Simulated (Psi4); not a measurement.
O2Ti, triplet, at a GFN2-xTB geometry (such geometries of metal compounds can be far from the true shape) (the multiplicity is a formal guess); WB97X/6-31G** (Psi4).

Here is a job for Psi4.
```
memory 2 GB

molecule {
0 3
  Ti    0.08713546    0.01667738    0.10503988
  O     1.09419603    0.19006438   -1.18532302
  O    -1.33381854   -0.23592717    0.89646335
}

set basis 6-31g**
set reference uks
set scf_type pk
set puream true
set d_convergence 1e-8
set dft_radial_points 99
set dft_spherical_points 590

energy('wb97x')
print_variables()
```

The log (banner, timings and long lists left out):

```
   => Loading Basis Set <=

    Name: 6-31G**
    Role: ORBITAL
    Keyword: BASIS

         ---------------------------------------------------------
                                   SCF
               by Justin Turney, Rob Parrish, Andy Simmonett
                          and Daniel G. A. Smith
                              UKS Reference
         ---------------------------------------------------------

  ==> Geometry <==

    Molecular point group: cs
    Full point group: Cs

    Geometry (in Angstrom), charge = 0, multiplicity = 3:

       Center              X                  Y                   Z               Mass
    ------------   -----------------  -----------------  -----------------  -----------------
         TI          -0.084316624194     0.099836713952     0.000000000000    47.947941980000
         O           -1.106147201117    -1.190563506591     0.000000000000    15.994914619570
         O            1.358903073902     0.891283073911     0.000000000000    15.994914619570

  Running in cs symmetry.

  Rotational constants: A =      8.23917  B =      0.20247  C =      0.19762 [cm^-1]
  Rotational constants: A = 247004.07477  B =   6070.03589  C =   5924.44480 [MHz]
  Nuclear repulsion =  123.662920318960289

  Charge       = 0
  Multiplicity = 3
  Electrons    = 38
  Nalpha       = 20
  Nbeta        = 18

  ==> Algorithm <==

  SCF Algorithm Type is PK.
  DIIS enabled.
  MOM disabled.
  Fractional occupation disabled.
  Guess Type is SAD.
  Energy threshold   = 1.00e-06
  Density threshold  = 1.00e-08
  Integral threshold = 1.00e-12

  ==> Primary Basis <==

  Basis Set: 6-31G**
    Blend: 6-31G**
    Number of shells: 24
    Number of basis functions: 62
    Number of Cartesian functions: 69
    Spherical Harmonics?: true
    Max angular momentum: 3

  ==> DFT Potential <==

   => LibXC <=

    Version 7.1.2
    S. Lehtola, C. Steigemann, M. J. T. Oliveira, and M. A. L. Marques,  SoftwareX 7, 1–5 (2018) (10.1016/j.softx.2017.11.002)

   => Composite Functional: WB97X <=

    wB97X Hyb-GGA Exchange-Correlation Functional

    J.-D. Chai and M. Head-Gordon,  J. Chem. Phys. 128, 084106 (2008) (10.1063/1.2834918)

    Deriv               =              1
    GGA                 =           TRUE
    Meta                =          FALSE

    Exchange Hybrid     =           TRUE
    MP2 Hybrid          =          FALSE

   => Exchange-Correlation Functionals <=

    1.0000   wB97X range-separated functional

   => Exact (HF) Exchange <=

    0.8423            HF,LR [omega = 0.3000]
    0.1577               HF

   => LibXC Density Thresholds  <==

    XC_HYB_GGA_XC_WB97X:  1.00E-14

   => Molecular Quadrature <=

    Radial Scheme          =       TREUTLER
    Pruning Scheme         =           NONE
    Nuclear Scheme         =       TREUTLER

    Blocking Scheme        =         OCTREE
    BS radius alpha        =              1
    Pruning alpha          =              1
    Radial Points          =             99
    Spherical Points       =            590
    Total Points           =         169973
    Total Blocks           =           1345
    Max Points             =            256
    Max Functions          =             61
    Weights Tolerance      =       1.00E-15

  ==> Integral Setup <==

  Using in-core PK algorithm.
   Calculation information:
      Number of atoms:                   3
      Number of AO shells:              24
      Number of primitives:             73
      Number of atomic orbitals:        69
      Number of basis functions:        62

      Integral cutoff                 1.00e-12
      Number of threads:                 1

  Performing in-core PK
  Using 5724243 doubles for integral storage.
  We computed 42248 shell quartets total.
  Whereas there are 45150 unique shell quartets.

  Computing range-separated integrals for PK
  We computed 42248 wK shell quartets total.
  Whereas there are 45150 wK unique shell quartets.

  ==> DiskJK: Disk-Based J/K Matrices <==

[...]
   @UKS iter   5:  -999.72356919573929   -1.37519e-03   3.45111e-04 ADIIS/DIIS
   @UKS iter   6:  -999.72426953162585   -7.00336e-04   1.58244e-04 ADIIS/DIIS
   @UKS iter   7:  -999.72471108460604   -4.41553e-04   1.17932e-04 ADIIS/DIIS
   @UKS iter   8:  -999.72501569700432   -3.04612e-04   1.00268e-04 ADIIS/DIIS
   @UKS iter   9:  -999.72542884692302   -4.13150e-04   7.53080e-05 DIIS
   @UKS iter  10:  -999.72573849995308   -3.09653e-04   5.83437e-05 DIIS
   @UKS iter  11:  -999.72595244820764   -2.13948e-04   4.35966e-05 DIIS
   @UKS iter  12:  -999.72600033365870   -4.78855e-05   3.64493e-05 DIIS
   @UKS iter  13:  -999.72602645598863   -2.61223e-05   1.00574e-05 DIIS
   @UKS iter  14:  -999.72602912711079   -2.67112e-06   4.94486e-06 DIIS
   @UKS iter  15:  -999.72602930238224   -1.75271e-07   3.81886e-06 DIIS
   @UKS iter  16:  -999.72602932690529   -2.45230e-08   4.52822e-06 DIIS
   @UKS iter  17:  -999.72602935073564   -2.38304e-08   4.56834e-07 DIIS
   @UKS iter  18:  -999.72602935125713   -5.21482e-10   1.58381e-07 DIIS
   @UKS iter  19:  -999.72602935132340   -6.62794e-11   6.63638e-08 DIIS
   @UKS iter  20:  -999.72602935135808   -3.46745e-11   2.72966e-08 DIIS
   @UKS iter  21:  -999.72602935136035   -2.27374e-12   4.85504e-09 DIIS
  Energy and wave function converged.

  ==> Post-Iterations <==

   Electrons on quadrature grid:
      Nalpha   =   20.0000000162 ; deviation = 1.625e-08
      Nbeta    =   18.0000001031 ; deviation = 1.031e-07
      Ntotal   =   38.0000001193 ; deviation = 1.193e-07

   @Spin Contamination Metric:   3.327543412E-02
   @S^2 Expected:                2.000000000E+00
   @S^2 Observed:                2.033275434E+00
   @S   Expected:                1.000000000E+00
   @S   Observed:                1.000000000E+00

    Orbital Energies [Eh]
    ---------------------

    Alpha Occupied:

[...]
    Alpha Virtual:

[...]
    Beta Occupied:

[...]
    Beta Virtual:

[...]
    Final Occupation by Irrep:
             Ap   App
    DOCC [    14,    4 ]
    SOCC [     2,    0 ]
    NA   [    16,    4 ]
    NB   [    14,    4 ]

  @UKS Final Energy:  -999.72602935136035

   => Energetics <=

    Nuclear Repulsion Energy =            123.6629203189602890
    One-Electron Energy =               -1619.0270637450198592
    Two-Electron Energy =                 540.7302167238377706
    DFT Exchange-Correlation Energy =     -45.0921026491385319
    Empirical Dispersion Energy =           0.0000000000000000
    VV10 Nonlocal Energy =                  0.0000000000000000
    Total Energy =                       -999.7260293513603528

  UHF NO Occupations:
  HONO-2 :   14 Ap 1.9842381
  HONO-1 :   15 Ap 1.0000000
  HONO-0 :   16 Ap 1.0000000
  LUNO+0 :   17 Ap 0.0157619
  LUNO+1 :    5App 0.0002233
  LUNO+2 :   18 Ap 0.0001843
  LUNO+3 :   19 Ap 0.0001684

Computation Completed

Properties will be evaluated at   0.000000,   0.000000,   0.000000 [a0]

Properties computed using the SCF density matrix

 Multipole Moments:

 ------------------------------------------------------------------------------------
     Multipole            Electronic (a.u.)      Nuclear  (a.u.)        Total (a.u.)
 ------------------------------------------------------------------------------------

 L = 1.  Multiply by 2.5417464519 to convert [e a0] to [Debye]
 Dipole X            :         -0.8722410            0.3157378           -0.5565032
 Dipole Y            :          1.0327935           -0.3738554            0.6589381
 Dipole Z            :          0.0000000            0.0000000            0.0000000
 Magnitude           :                                                    0.8624936

 ------------------------------------------------------------------------------------

  Variable Map:
  ----------------------------------------------------------------------------
[...]
  Array Variable Map:
  ----------------------------------------------------------------------------
[...]
[...]
```
